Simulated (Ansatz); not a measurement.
Si(SiH3)4 (Si₅H₁₂). Charge 0, multiplicity 1. Geometry r2SCAN-D4/def2-SVP, basis def2-TZVP, Ansatz.

```
atom   x (Å)   y (Å)   z (Å)
 Si1   0.000   0.000   0.001
 Si2   1.991  -1.220  -0.228
 Si3  -1.634  -0.896  -1.425
 Si4   0.388   2.243  -0.568
 Si5  -0.745  -0.127   2.222
  H6   1.757  -2.659   0.106
  H7   3.037  -0.678   0.693
  H8   2.493  -1.129  -1.633
  H9  -2.904  -0.115  -1.311
 H10  -1.912  -2.320  -1.063
 H11  -1.166  -0.845  -2.845
 H12   1.445   2.825   0.316
 H13  -0.865   3.043  -0.406
 H14   0.842   2.345  -1.989
 H15  -0.972  -1.554   2.609
 H16  -2.029   0.624   2.379
 H17   0.274   0.464   3.143
```

```tsv
run	HOMO (eV)	LUMO (eV)
A	-8.01	-0.37
B	-7.21	-0.95
C	-10.49	1.72
D	-6.96	-1.15
E	-7.02	-1.33
```

LC-ωPBE has ω = 0.4 bohr⁻¹.

**Question.** The runs used LC-ωPBE, LDA (SPW92), PBE, PBE0, r2SCAN. Estimate which is which.

**Answer.** A PBE0 (25 % exact exchange); B r2SCAN (0 % exact exchange); C LC-ωPBE (range-separated); D PBE (0 % exact exchange); E LDA (SPW92) (0 % exact exchange). Exact exchange lowers occupied and raises empty levels; among semilocal functionals meta-GGAs tend to open the gap a little, and such runs are hard to tell apart. The gap grows from 5.68 eV (LDA (SPW92)) to 12.21 eV (LC-ωPBE).
